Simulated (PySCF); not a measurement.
**ZrBr₂: calculation against measurement**

Isolated ZrBr₂, optimised in PySCF with density fitting and no spin–orbit coupling; def2 sets carry scalar-relativistic core potentials from Rb on. All levels below give a triplet of C2v symmetry: B3LYP/def2-TZVP Zr–Br 2.526 Å (×2), Br–Zr–Br 154.8°; PBE0/def2-SVP Zr–Br 2.507 Å (×2), Br–Zr–Br 156.1°.

Formally Zr is in oxidation state +2, d2, with 2 unpaired electrons (the high-spin count). The Mulliken spin on Zr is 2.07. The polar-tensor charge on Zr, 1.14, is far below the formal one.

Problem. The tabulated gas-phase entropy at 298.15 K and 1 bar is 316.78 J/(mol K) (Chase, 1998, NIST Chemistry WebBook). What do rigid-rotor harmonic-oscillator sums give?

Solution. B3LYP/def2-TZVP 339.4, PBE0/def2-SVP 337.2 J/(mol K). Only the spin multiplicity enters the electronic part, so orbital degeneracy and low-lying levels are missing. Tables of this kind often rest on estimated structures and frequencies for high-temperature species, so a gap need not be the fault of the calculation.

Problem. ΔfH°(298 K) is -174.47 kJ/mol (Chase, 1998, NIST Chemistry WebBook), and for the gaseous atoms Zr 610.0, Br 111.8 kJ/mol (tabulated in the package mendeleev). Compare the atomisation enthalpy with the calculations.

Solution. From the tables it is 610.0 + 2 × 111.8 − (-174.5) = 1008 kJ/mol. To a computed De one adds −ZPE (-3.2), the atoms' spin–orbit lowering from NIST levels (-38.0) and the thermal terms (4.4), all taken at B3LYP/def2-TZVP.
```json
{"level": "B3LYP/def2-TZVP", "De (kJ/mol)": "846", "ΔatH°(298 K)": "809", "computed − tabulated": "-199"}
{"level": "PBE0/def2-SVP", "De (kJ/mol)": "900", "ΔatH°(298 K)": "863", "computed − tabulated": "-145"}
```

The softest mode, 23 cm⁻¹, is close to the numerical noise. Open d and f shells are described by one determinant, and the ground state may have another occupation or spin.
